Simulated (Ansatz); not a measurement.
```xyz
13

C     0.1151   -1.0788    1.2836
S     0.1791    0.6255    0.7221
C     1.5226    0.5368   -0.4658
Al   -1.7310    0.6469   -0.7963
H    -0.0366   -1.7448    0.4335
H     1.0329   -1.3269    1.8166
H    -0.7339   -1.1570    1.9621
H     1.2987   -0.2137   -1.2246
H     1.5950    1.5173   -0.9356
H     2.4561    0.3080    0.0483
H    -1.5028    2.0762   -1.4757
H    -1.2872   -0.6492   -1.6381
H    -2.9079    0.4597    0.2697
```

Charge 0, multiplicity 1.

(1) List the r2SCAN/def2-TZVPP orbital energies in eV (Ansatz). (An estimate is asked.)

Answers

(1) Ansatz gave: Occupied: -2410.51, -1515.72, -274.48, -274.48, -214.89, -158.98, -158.89, -158.75, -109.25, -69.56, -69.39, -69.38, -22.13, -19.30, -16.49, -12.41, -12.16, -11.81, -11.21, -10.22, -10.03, -8.81, -7.07, -6.68, -6.64. Lowest empty: -0.66, 0.00, 0.26, 1.31, 1.64, 1.73, 2.01, 2.23.
